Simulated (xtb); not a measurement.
C6H13O3, doublet, at a GFN2-xTB geometry. Base run: GFN2-xTB (xtb).

Input for xtb:
```
$ xtb mol.xyz --gfn 2 --uhf 1 --json

# file mol.xyz
22

C      3.36064233     1.13411996     0.15655927
O      2.62953146     0.11588340     0.78942330
C      2.22133277    -0.94172670    -0.09804301
C      1.25314828    -0.53894923    -1.14089440
O      0.00129196    -0.06426956    -0.88193957
C     -0.48688719    -0.17092261     0.43625535
C     -1.86297788     0.48259182     0.49499214
O     -2.83009356    -0.44972084     0.07609765
C     -4.12156186     0.09347466     0.00147380
H      4.26124644     0.73273269    -0.32464664
H      3.64877088     1.83563462     0.93738071
H      2.75890333     1.65451577    -0.59736372
H      3.10977918    -1.36258816    -0.58736420
H      1.80054811    -1.68820087     0.58400122
H      1.56855606    -0.28421466    -2.13716396
H      0.20109800     0.32322106     1.13334684
H     -0.59097708    -1.22575139     0.72067255
H     -1.87143081     1.36632226    -0.15998179
H     -2.07479961     0.80865985     1.52579531
H     -4.45427923     0.46529645     0.97939490
H     -4.16687391     0.91790725    -0.72102446
H     -4.77855904    -0.71020645    -0.32375694
```

Each row names what was changed in the base input (with any setting that the change needs).

```
change          ΔE vs base (mEh)  dipole (D)  G_solv (kcal/mol)  SCF cycles
--------------  ----------------  ----------  -----------------  ----------
base                       0.000        1.32                  -          10
alpb = cs2               -11.998        1.36              -7.57          10
alpb = acetone           -15.162        1.37              -9.63          10
gbsa = toluene           -13.665        1.39              -8.79          10
file = coord               0.000        1.32                  -          10
```

ALPB and GBSA are two models with their own fitted parameters for each solvent, which aren't always the measured dielectric constant.
